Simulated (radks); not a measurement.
Values are calculated unless marked as measured or tabulated.
Question: The mean radii <r> (bohr) of the occupied orbitals of an atom or ion are listed with their occupations. Code: a radial shooting solver on a logarithmic mesh with Libxc functionals. Model: Dirac Kohn-Sham, PBE, spin-unpolarised, spherical densities, point nucleus.

orbital  occ.      <r>
1s1/2       2  0.03517
2s1/2       2   0.1534
2p1/2       2   0.1308
2p3/2       4   0.1353
3s1/2       2   0.4286
3p1/2       2   0.4233
3p3/2       4   0.4338
3d3/2       4   0.4131
3d5/2       6   0.4166
4s1/2       2    1.097
4p1/2       2    1.193
4p3/2       4    1.221
4d3/2       3    1.603

Name the element and its charge. Open shells, if any, fill j = l - 1/2 first.

Answer: Z = 42, molybdenum, charge +3: Mo3+ in [Kr] 4d3. The 1s radius gives Z: for a bare nucleus <r> = (2 gamma + 1)/(2Z) with gamma = sqrt(1 - (Z/c)^2), 0.03457 bohr for Z = 42, and screening makes it slightly larger (0.03517 here). The occupations add up to 39, and the charge is Z minus that.
